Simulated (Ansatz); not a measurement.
`[GaH2][SnH3]` + CH₃OH → `C[O][GaH2]` + `[SnH4]`  (cleavage of the Ga–Sn bond)

Gas-phase electronic energies from Ansatz, PBE0-D4/def2-TZVP geometries. CBS: MP2 limit from def2 TZ/QZ plus the TZ coupled-cluster correction, frozen cores. This one scheme is used for every species. DFT in def2-TZVPP. Elements past krypton have def2 core potentials. For Ga, Sn outer-core shells are correlated without core-valence functions, which leaves a few kJ/mol of doubt a bond. Scalar relativity is left out up to krypton.

```tsv
species	BHLYP-D4 energy (Eh)
`[GaH2][SnH3]`	-2142.03258
CH₃OH	-115.70874
`C[O][GaH2]`	-2041.15102
`[SnH4]`	-216.59516
```

Work out ΔE.

ΔE = (-2041.15102) + (-216.59516) − (-2142.03258) − (-115.70874) = -0.00486 Eh = -12.8 kJ/mol. CCSD(T)/CBS gives -10.9 kJ/mol.

Largest T1 diagnostic among the species: 0.015.

From r2SCAN to r2SCAN0 (25 % exact exchange), in def2-TZVPP and without D4, ΔE moves by +6.5 kJ/mol. At CCSD(T), def2-SVP lies −20.1 kJ/mol from the extrapolated value and def2-TZVPP −9.5 kJ/mol. Leaving LDA and LC-ωPBE aside and taking each functional with its dispersion term where it has one, the values, not all of them listed here, spread over 26.1 kJ/mol, from B97M-V to HSE06-D4. LDA lies −7.6 kJ/mol from PBE without D4.
